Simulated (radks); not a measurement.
Q: Radial electron density D(r) = 4 pi r^2 rho(r) of an atom or ion with 47 electrons. All-electron calculation, scalar-relativistic Kohn-Sham, PBEsol, spin-polarised, spherical densities, point nucleus. Program: a radial shooting solver on a logarithmic mesh with Libxc functionals.

```
   r/bohr * D(r) (the largest magnitude, 77.1, reaches the edge; | marks zero)
 0.001403 | *
 0.001886 |  *
 0.002516 |    *
 0.003382 |      *
 0.004547 |           *
 0.006114 |                *
 0.008154 |                        *
  0.01096 |                                *
  0.01474 |                                       *
  0.01982 |                                           *
  0.02643 |                                          *
  0.03554 |                                      *
  0.04778 |                                      *
  0.06423 |                                             *
  0.08567 |                                                      *
   0.1152 |                                                   *
   0.1549 |                                       *
   0.2082 |                                      *
   0.2777 |                                            *
   0.3734 |                                  *
    0.502 |                *
   0.6749 |            *
   0.9074 |             *
     1.21 |         *
    1.627 |   *
    2.188 |*
    2.941 *
    3.923 *
    5.274 *
    7.091 *
    9.533 *
```

What is the nuclear charge?

A: Z = 48. The innermost maximum, from 1s, lies near gamma/Z bohr with gamma = sqrt(1 - (Z/c)^2) = 0.937, here 0.0195 bohr (found: 0.0213), and its height grows with Z. The density is that of the cadmium ion Cd+ in [Kr] 4d10 5p1; the configuration itself is not fixed sharply by these data, and Z only to a few units. D(r) has 4 maxima, at r = 0.0213, 0.0943, 0.280, 0.844 bohr, and minima at 0.0420, 0.183, 0.618 bohr, inside which lie 2.00, 11.18, 28.98 electrons.
